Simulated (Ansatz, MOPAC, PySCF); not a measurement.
Dimer: CH3F (SMILES CF) (first 5 atoms) with C2H3F (SMILES C=CF); geometry from B3LYP-D3(BJ)/def2-TZVP, rigid monomers moved along the line of their centres of mass till F2···H9 is 3.26 Å.
(charge 0, multiplicity 1):
```xyz
11

C      0.368     0.668    -0.224
F     -1.009     0.552    -0.026
H      0.581     1.675    -0.584
H      0.871     0.487     0.724
H      0.673    -0.070    -0.966
C     -1.236    -0.451     4.168
C     -0.052    -0.497     4.742
F      1.088    -0.238     4.059
H     -1.359    -0.204     3.123
H     -2.112    -0.668     4.763
H      0.154    -0.735     5.777
```

Monomers are frozen at their geometry in the pair; levels with a basis set take the counterpoise correction. Rows marked so take none.

Frozen-core correlation. Rows in 6-31G*, STO-3G carry no dispersion term and start afresh at each structure (6-31G* with six Cartesian d functions). The state that PM7 reach isn't checked; PM7 holds dispersion and hydrogen-bond terms.

The values were computed with Ansatz (a first-principles code); MOPAC for PM7 (differences of heats of formation); PySCF for 6-31G* rows, STO-3G rows, the dispersion terms. Each number belongs to the level named beside it.

```json
[
 {"level": "PM7", "interaction energy (kcal/mol)": "-1.05"},
 {"level": "HF/STO-3G (no counterpoise)", "interaction energy (kcal/mol)": "-0.28"},
 {"level": "PBE-D3(BJ)/def2-TZVPPD", "interaction energy (kcal/mol)": "-1.19"},
 {"level": "BP86/6-31G* (no counterpoise)", "interaction energy (kcal/mol)": "-1.00"},
 {"level": "B3LYP/6-31G* (no counterpoise)", "interaction energy (kcal/mol)": "-1.29"},
 {"level": "B3LYP-D4/def2-TZVPPD", "interaction energy (kcal/mol)": "-1.06"},
 {"level": "M06-2X/6-31G* (no counterpoise)", "interaction energy (kcal/mol)": "(withheld)"},
 {"level": "wB97X-V/def2-TZVPPD", "interaction energy (kcal/mol)": "(withheld)"},
 {"level": "CCSD/aug-cc-pVDZ", "interaction energy (kcal/mol)": "-1.07"}
]
```

### Question
Some entries are withheld; supply them.

### Answer

- M06-2X/6-31G* (no counterpoise), interaction energy (kcal/mol): -1.54
- wB97X-V/def2-TZVPPD, interaction energy (kcal/mol): -1.15
